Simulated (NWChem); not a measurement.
Program: NWChem. System: 1,1-difluoroethane (C2H4F2), charge 0, spin multiplicity 1, at a geometry optimised with PBE0/def2-SVP. Level: B3LYP/def2-TZVP, VWN1-RPA local correlation.

Part of the output:

```
             Northwest Computational Chemistry Package (NWChem) 7.3.0
             --------------------------------------------------------

                                NWChem Input Module
                                -------------------

 Scaling coordinates for geometry "geometry" by  1.889725989
 (inverse scale =  0.529177249)

 Turning off AUTOSYM since
 SYMMETRY directive was detected!

                             Geometry "geometry" -> ""
                             -------------------------

 Output coordinates in angstroms (scale by  1.889725989 to convert to a.u.)

  No.       Tag          Charge          X              Y              Z
 ---- ---------------- ---------- -------------- -------------- --------------
    1 C                    6.0000    -0.27978000     1.33820300     0.00000000
    2 C                    6.0000    -0.31896500    -0.16160100     0.00000000
    3 F                    9.0000     0.31850300    -0.64563200    -1.09221500
    4 F                    9.0000     0.31850300    -0.64563200     1.09221500
    5 H                    1.0000     0.76791300     1.67121300     0.00000000
    6 H                    1.0000    -0.78168600     1.73153100    -0.89447600
    7 H                    1.0000    -0.78168600     1.73153100     0.89447600
    8 H                    1.0000    -1.34513000    -0.57250300     0.00000000

 Effective nuclear repulsion energy (a.u.)     132.8145412840

            Nuclear Dipole moment (a.u.)
            ----------------------------
        X                 Y               Z
 ---------------- ---------------- ----------------
    -0.0000094486     0.0000151178     0.0000000000

      Symmetry information
      --------------------

 Group name             Cs
 Group number              2
 Group order               2
 No. of unique centers     6

      Symmetry unique atoms

     1    2    3    5    6    8


 Summary of "ao basis" -> "" (spherical)
 ------------------------------------------------------------------------------
       Tag                 Description            Shells   Functions and Types
 ---------------- ------------------------------  ------  ---------------------
 *                         def2-tzvp                  on all atoms

                                 NWChem DFT Module
                                 -----------------

 Summary of "ao basis" -> "ao basis" (spherical)
 ------------------------------------------------------------------------------
       Tag                 Description            Shells   Functions and Types
 ---------------- ------------------------------  ------  ---------------------
 C                         def2-tzvp                11       31   5s3p2d1f
 F                         def2-tzvp                11       31   5s3p2d1f
 H                         def2-tzvp                 4        6   3s1p

 Summary of "ao basis" -> "ao basis" (spherical)
 ------------------------------------------------------------------------------
       Tag                 Description            Shells   Functions and Types
 ---------------- ------------------------------  ------  ---------------------
 C                         def2-tzvp                11       31   5s3p2d1f
 F                         def2-tzvp                11       31   5s3p2d1f
 H                         def2-tzvp                 4        6   3s1p

      Symmetry analysis of basis
      --------------------------

        a'         89
        a"         59

            General Information
            -------------------
          SCF calculation type: DFT
          Wavefunction type:  closed shell.
          No. of atoms     :     8
          No. of electrons :    34
           Alpha electrons :    17
            Beta electrons :    17
          Charge           :     0
          Spin multiplicity:     1
          Use of symmetry is: on ; symmetry adaption is: on
          Maximum number of iterations: 100
          AO basis - number of functions:   148
                     number of shells:    60
          Convergence on energy requested:  1.00D-06
          Convergence on density requested:  1.00D-05
          Convergence on gradient requested:  5.00D-04

              XC Information
[...]
  Numbering of irreducible representations:

     1 a'          2 a"

  Orbital symmetries:

     1 a'          2 a"          3 a'          4 a'          5 a'
     6 a"          7 a'          8 a'          9 a"         10 a'
    11 a'         12 a"         13 a"         14 a'         15 a"
    16 a'         17 a'         18 a'         19 a'         20 a"
    21 a'         22 a"         23 a'         24 a'         25 a"
    26 a'         27 a'

------------------------------------------------------------
EAF file 0: "./mol.aoints.0" size=524288 bytes
------------------------------------------------------------
               write      read    awrite     aread      wait
               -----      ----    ------     -----      ----
     calls:        1         0         0         0         0
   data(b): 5.24e+05  0.00e+00  0.00e+00  0.00e+00
   time(s): 0.00e+00  0.00e+00  0.00e+00  0.00e+00  0.00e+00
rate(mb/s): 0.00e+00  0.00e+00
------------------------------------------------------------

   convergence    iter        energy       DeltaE   RMS-Dens  Diis-err    time
 ---------------- ----- ----------------- --------- --------- ---------  ------
 d= 0,ls=0.0,diis     1   -278.3264119900 -4.11D+02  9.91D-03  1.25D+00     2.3
 d= 0,ls=0.0,diis     2   -278.2863932134  4.00D-02  3.25D-03  1.86D+00     2.8
 d= 0,ls=0.0,diis     3   -278.4311900371 -1.45D-01  7.53D-04  6.41D-02     3.3
 d= 0,ls=0.0,diis     4   -278.4348073644 -3.62D-03  3.04D-04  6.80D-03     3.7
 d= 0,ls=0.0,diis     5   -278.4353576403 -5.50D-04  5.55D-05  1.85D-04     4.2
  Resetting Diis
 d= 0,ls=0.0,diis     6   -278.4353782680 -2.06D-05  7.86D-06  3.33D-06     4.7
 d= 0,ls=0.0,diis     7   -278.4353785816 -3.14D-07  5.89D-06  6.20D-07     5.2

         Total DFT energy =     -278.435378581600
      One electron energy =     -647.451785320504
           Coulomb energy =      269.516366503544
    Exchange-Corr. energy =      -33.314501048659
 Nuclear repulsion energy =      132.814541284020

 Numeric. integr. density =       34.000004294676

     Total iterative time =      4.9s

                  Occupations of the irreducible representations
                  ----------------------------------------------

                     irrep           alpha         beta
                     --------     --------     --------
                     a'               11.0         11.0
                     a"                6.0          6.0

                       DFT Final Molecular Orbital Analysis
                       ------------------------------------

 Vector   15  Occ=2.000000D+00  E=-4.029892D-01  Symmetry=a'
              MO Center= -8.8D-02,  5.6D-01,  4.7D-14, r^2= 2.6D+00
   Bfn.  Coefficient  Atom+Function         Bfn.  Coefficient  Atom+Function
  ----- ------------  ---------------      ----- ------------  ---------------
     6      0.227895  1 C  px                 9      0.162152  1 C  px
   126      0.161516  5 H  s                 69     -0.159061  3 F  py
   100     -0.159061  4 F  py                68      0.146089  3 F  px
    99      0.146089  4 F  px                72     -0.127772  3 F  py
   103     -0.127772  4 F  py                71      0.117387  3 F  px

 Vector   16  Occ=2.000000D+00  E=-3.965744D-01  Symmetry=a"
              MO Center=  1.4D-02,  1.3D-01, -1.7D-13, r^2= 2.8D+00
   Bfn.  Coefficient  Atom+Function         Bfn.  Coefficient  Atom+Function
  ----- ------------  ---------------      ----- ------------  ---------------
    69      0.212073  3 F  py               100     -0.212073  4 F  py
     8      0.199798  1 C  pz                70     -0.196137  3 F  pz
   101     -0.196137  4 F  pz                72      0.169953  3 F  py
   103     -0.169953  4 F  py                73     -0.159495  3 F  pz
   104     -0.159495  4 F  pz                11      0.146328  1 C  pz

 Vector   17  Occ=2.000000D+00  E=-3.449316D-01  Symmetry=a'
              MO Center= -1.7D-01, -1.2D-01, -6.0D-15, r^2= 2.2D+00
   Bfn.  Coefficient  Atom+Function         Bfn.  Coefficient  Atom+Function
  ----- ------------  ---------------      ----- ------------  ---------------
    69      0.208990  3 F  py               100      0.208990  4 F  py
   144      0.209173  8 H  s                  7      0.204701  1 C  py
    38     -0.198231  2 C  py                10      0.179115  1 C  py
    72      0.167881  3 F  py               103      0.167881  4 F  py
   145      0.161903  8 H  s                 68      0.155906  3 F  px

 Vector   18  Occ=0.000000D+00  E= 4.012624D-02  Symmetry=a'
              MO Center= -9.1D-01,  1.2D+00, -2.4D-16, r^2= 5.8D+00
   Bfn.  Coefficient  Atom+Function         Bfn.  Coefficient  Atom+Function
  ----- ------------  ---------------      ----- ------------  ---------------
     5      4.382965  1 C  s                133     -1.737542  6 H  s
   139     -1.737542  7 H  s                127     -1.354037  5 H  s
   145     -1.286130  8 H  s                 43     -0.631611  2 C  px
    44     -0.466173  2 C  py                36     -0.288647  2 C  s
     4     -0.280788  1 C  s                  3      0.239282  1 C  s

 Vector   19  Occ=0.000000D+00  E= 6.769933D-02  Symmetry=a'
              MO Center= -5.4D-01,  4.1D-01,  3.3D-16, r^2= 6.8D+00
   Bfn.  Coefficient  Atom+Function         Bfn.  Coefficient  Atom+Function
  ----- ------------  ---------------      ----- ------------  ---------------
     5      4.354517  1 C  s                 36     -3.634145  2 C  s
   145      2.238740  8 H  s                127     -1.839584  5 H  s
    44     -0.859879  2 C  py                13     -0.848301  1 C  py
    43      0.845955  2 C  px               133     -0.610930  6 H  s
   139     -0.610930  7 H  s                 12      0.240188  1 C  px

 Vector   20  Occ=0.000000D+00  E= 9.440653D-02  Symmetry=a"
              MO Center= -7.7D-01,  1.4D+00,  3.4D-15, r^2= 4.4D+00
   Bfn.  Coefficient  Atom+Function         Bfn.  Coefficient  Atom+Function
  ----- ------------  ---------------      ----- ------------  ---------------
   133      1.938709  6 H  s                139     -1.938709  7 H  s
    14      1.184119  1 C  pz                45      0.368426  2 C  pz
    67      0.315696  3 F  s                 98     -0.315696  4 F  s
    42      0.268305  2 C  pz                 8      0.214209  1 C  pz
    39      0.197438  2 C  pz                75      0.138383  3 F  py

 center of mass
 --------------
 x =   0.07898600 y =  -0.16643284 z =   0.00000000

 moments of inertia (a.u.)
 ------------------
         333.030609918502          43.222121970394           0.000000000000
          43.222121970394         201.726595310463           0.000000000000
           0.000000000000           0.000000000000         199.503147566688

     Multipole analysis of the density
     ---------------------------------

     L   x y z        total         alpha         beta         nuclear
     -   - - -        -----         -----         ----         -------
     0   0 0 0     -0.000000    -17.000000    -17.000000     34.000000

     1   1 0 0     -0.579604     -0.289797     -0.289797     -0.000009
     1   0 1 0      0.610211      0.305098      0.305098      0.000015
     1   0 0 1     -0.000000     -0.000000     -0.000000      0.000000

     2   2 0 0    -16.451527    -19.880323    -19.880323     23.309119
     2   1 1 0      0.554841     11.512305     11.512305    -22.469770
     2   1 0 1      0.000000      0.000000      0.000000      0.000000
     2   0 2 0    -16.901542    -57.591574    -57.591574     98.281607
     2   0 1 1      0.000000      0.000000      0.000000      0.000000
     2   0 0 2    -18.893050    -50.644072    -50.644072     82.395094

 Task  times  cpu:        5.2s     wall:        5.2s

 Total times  cpu:        5.2s     wall:        5.2s
```

Question: Write an NWChem input that would produce this output.

Answer: Several could match; the one computed here: 
```
start mol
memory heap 200 mb stack 900 mb global 1100 mb
geometry units angstroms nocenter noautoz
  C     -0.279780     1.338203     0.000000
  C     -0.318965    -0.161601     0.000000
  F      0.318503    -0.645632    -1.092215
  F      0.318503    -0.645632     1.092215
  H      0.767913     1.671213     0.000000
  H     -0.781686     1.731531    -0.894476
  H     -0.781686     1.731531     0.894476
  H     -1.345130    -0.572503     0.000000
  symmetry group Cs
end
basis spherical
  * library def2-tzvp
end
dft
  xc b3lyp
  semidirect memsize 60000000 filesize 0
  iterations 100
end
task dft energy
```
